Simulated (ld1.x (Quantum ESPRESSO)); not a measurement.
# hafnium, TM: configuration errors across variants

- Element: hafnium
- Generator: ld1.x (Quantum ESPRESSO) 7.5
- Type: norm-conserving Troullier–Martins (Kleinman–Bylander form)
- Functional: PBE
- Relativity: scalar-relativistic
- Frozen core: [Xe] 4f14
- Valence charge: 4
- Reference configuration: 5d2 6s1 6p0 (charge +1)
- Partial waves: 6s (bound): rc 3.00 bohr; 5d (bound): rc 2.95 bohr; 5f channel at -0.1 Ry: rc 3.10 bohr; 6p (bound, empty): rc 3.15 bohr
- Local potential: the p channel
- Core correction: Bessel-smoothed model core, default radius (core density twice the valence density)

All-electron excitation energies from the reference (eV): (1) 5d2 6s2 6p0 -7.976; (2) 5d2 6s0 6p0 14.180; (3) 5d1 6s0 6p0 35.974; (4) 5d2 6s1 6p1 -4.150; (5) 5d1 6s2 6p0 -1.478; (6) 5d2 6s0 6p2 -0.114; (7) 5d2.5 6s1.5 6p0 -6.721.

The default core radius of the base comes out at 1.99 bohr.

2 further variants failed, have other tests or too few solved ones, and are left out.

A true bound ghost makes a file unfit for plane-wave use even where its test errors are small: the radial tests pick states by their node count and pass the ghost by.

Errors AE − PS in meV (a dash: test not solved or not reliable):

```tsv
change	(1)	(2)	(3)	(4)	(5)	(6)	(7)	bound ghosts
base	-3.2	-30	-288	-1.5	-64	-15	-14	none
local potential the s channel	-2.4	-23	-249	-1.4	-69	-15	-9.1	none
wave 6p (bound): rc 3.15 bohr becomes 6p (bound): rc 4.56 bohr	-0.8	-31	-293	-1.3	-62	-9.3	-12	none
all radii but the core radius scaled by about 0.83 (s 2.50, p 2.62, d 2.46, f 2.58 bohr)	-6.5	-25	-290	+1.0	-99	-6.7	-19	s
wave 5d (bound): rc 2.95 bohr becomes 5d (bound): rc 3.42 bohr	-3.3	-34	-240	-1.2	-28	-16	-14	none
```

**Question.** Give the same row for: core correction Bessel-smoothed model core inside 1.24 bohr.

**Answer.** -3.2, -30, -290, -1.5, -65, -15, -14; bound ghosts: none.
